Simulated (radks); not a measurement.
Values are calculated unless marked as measured or tabulated.
Problem. Successive ionisation energies (eV) of one element, from differences of total energies of ions in their ground configurations, starting at charge 0: 6.954, 14.116, 24.517, 36.303, 49.165, 100.79, 117.99, 135.38, 159.26, 178.46, 197.76, 245.72, 269.45, 481.46, 530.70, 581.39, 633.44, 686.71, 758.07, 815.93, 875.12, 935.56. Level of theory: scalar-relativistic Kohn-Sham, exchange-only LDA, spin-polarised, spherical densities, point nucleus; open shells are filled with parallel spins first (spin-orbit coupling, left out, can overturn this in heavy ions) (a radial shooting solver on a logarithmic mesh with Libxc functionals). Which element is it?

Solution. Niobium (Z = 41). The first species listed is Nb in [Kr] 4d4 5s1, the last Nb21+ in [Ar] 3d2.
